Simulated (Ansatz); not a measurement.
Sn2O2⁻, relaxed as a quartet with UKS r2SCAN-D4/def2-SVPD in Ansatz, starting from the r2SCAN-D4/def2-SVPD geometry of the charge -1 doublet. Force threshold 0.02 eV/Å.

In the def2 sets Sn takes a core potential; there is no spin–orbit coupling. The highest occupied level of the charge -1 quartet lies above zero (up to 1.28 eV). It is a level of α spin, whose loss leaves a triplet; that state wasn't run at this geometry and level. The electron is either unbound and held by the finite basis, or the level is raised by self-interaction error. The relaxation made no stability test and no search for a lower SCF solution. At r2SCAN-D4/def2-SVPD a doublet of charge -1 lies 2.52 eV below the quartet, each at its own geometry. The structure comes from a short search, and lower isomers may exist.

Start:

Cartesian coordinates in Å:
```
Sn 0.3273 1.0915 1.0529
Sn -0.3275 -1.0914 -1.0528
O -1.3145 0.3302 0.0664
O 1.3147 -0.3303 -0.0665
```

Problem. Estimate the energy that the relaxation releases and the steps that it takes.

Solution. 2.0 kcal/mol, in 5 steps; 12 s on 4 threads of Arm Neoverse V2 on a shared host. No frequencies were taken in this run, so the end may be a saddle point.

Problem. Does the start keep its bonding and symmetry?

Solution. By distances, no bond broke or formed. The bond that changes most is Sn2–O3, from 2.06 to 2.09 Å (atoms count from 1). Point group D2h at the start, D2h at the end, both within 0.05 Å.

Problem. Predict the relaxed structure.

Solution. 
```xyz
4

Sn    0.3190    1.0636    1.0259
Sn   -0.3190   -1.0636   -1.0259
O    -1.3955    0.3505    0.0705
O     1.3955   -0.3505   -0.0705
```
Bond lengths (bridged metal pairs left out): 4 × O–Sn 2.09 Å.
